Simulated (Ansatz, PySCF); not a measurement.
Three-fold rotor about C1–C2 in C2H8Si (SMILES CC[SiH3]); single points on GFN2-xTB geometries with the dihedral held.
Staggered geometry (60°) (charge 0, multiplicity 1):
```xyz
11

C     -1.28484     0.57247    -0.16166
C     -0.33988    -0.60887     0.02897
Si    -1.24815    -2.27584     0.14724
H     -1.97982     0.64712     0.67223
H     -0.73190     1.50897    -0.22684
H     -1.86473     0.45748    -1.07514
H      0.36914    -0.63387    -0.80122
H      0.25277    -0.44714     0.93182
H     -2.17731    -2.24697     1.27935
H     -1.99774    -2.51275    -1.08884
H     -0.26619    -3.34450     0.34165
```

Cores are frozen in the correlated methods. CBS: X⁻³ extrapolation of the correlation energy, Hartree–Fock from the larger set. MP2 and its Hartree–Fock in cc-pV(Q+d)Z are density fitted. Rows in 6-31G* carry no dispersion term and start afresh at each structure (6-31G* with six Cartesian d functions).

Codes used: Ansatz (Gaussian orbitals); PySCF for 6-31G* rows. 

Energies above the staggered point (kcal/mol):

```json
[
 {"dihedral (°)": "0", "PBE/def2-TZVPP": "2.383", "B3LYP/6-31G*": "2.697", "MP2/CBS(cc-pV(T+d)Z, cc-pV(Q+d)Z) + ΔCCSD(T)/cc-pV(T+d)Z": "2.498"},
 {"dihedral (°)": "20", "PBE/def2-TZVPP": "1.692", "B3LYP/6-31G*": "1.926", "MP2/CBS(cc-pV(T+d)Z, cc-pV(Q+d)Z) + ΔCCSD(T)/cc-pV(T+d)Z": "1.768"},
 {"dihedral (°)": "40", "PBE/def2-TZVPP": "0.514", "B3LYP/6-31G*": "0.593", "MP2/CBS(cc-pV(T+d)Z, cc-pV(Q+d)Z) + ΔCCSD(T)/cc-pV(T+d)Z": "0.535"},
 {"dihedral (°)": "60", "PBE/def2-TZVPP": "0.000", "B3LYP/6-31G*": "0.000", "MP2/CBS(cc-pV(T+d)Z, cc-pV(Q+d)Z) + ΔCCSD(T)/cc-pV(T+d)Z": "0.000"},
 {"dihedral (°)": "80", "PBE/def2-TZVPP": "0.523", "B3LYP/6-31G*": "0.593", "MP2/CBS(cc-pV(T+d)Z, cc-pV(Q+d)Z) + ΔCCSD(T)/cc-pV(T+d)Z": "0.549"},
 {"dihedral (°)": "100", "PBE/def2-TZVPP": "1.700", "B3LYP/6-31G*": "1.924", "MP2/CBS(cc-pV(T+d)Z, cc-pV(Q+d)Z) + ΔCCSD(T)/cc-pV(T+d)Z": "1.779"},
 {"dihedral (°)": "120", "PBE/def2-TZVPP": "2.384", "B3LYP/6-31G*": "2.696", "MP2/CBS(cc-pV(T+d)Z, cc-pV(Q+d)Z) + ΔCCSD(T)/cc-pV(T+d)Z": "2.498"}
]
```

Moments of inertia of the two ends about the bond: 3.131 and 106.171 u Å².

Task: Fit V = V₃/2 (1 − cos 3φ) + V₆/2 (1 − cos 6φ), φ counted from the staggered point, and estimate the harmonic torsional frequency.

Result: 
V₃ is the energy at φ = 60°; at φ = 20° (mean of both sides) V = 0.25 V₃ + 0.75 V₆. The reduced moment I₁I₂/(I₁ + I₂) = 3.042 u Å² gives F = 16.8576/I = 5.542 cm⁻¹ (a rough rule where the frame isn't a symmetric top). Near the minimum V = kφ²/2 with k = (9V₃ + 36V₆)/2, and ω = √(2Fk), with 1 kcal/mol = 349.755 cm⁻¹.
- PBE/def2-TZVPP: V₃ = 2.38, V₆ = -0.103 kcal/mol, k = 3104 cm⁻¹/rad², ω = 185 cm⁻¹
- B3LYP/6-31G*: V₃ = 2.70, V₆ = -0.108 kcal/mol, k = 3564 cm⁻¹/rad², ω = 199 cm⁻¹
- MP2/CBS(cc-pV(T+d)Z, cc-pV(Q+d)Z) + ΔCCSD(T)/cc-pV(T+d)Z: V₃ = 2.50, V₆ = -0.111 kcal/mol, k = 3236 cm⁻¹/rad², ω = 189 cm⁻¹

Ansatz is a program for electronic structure.
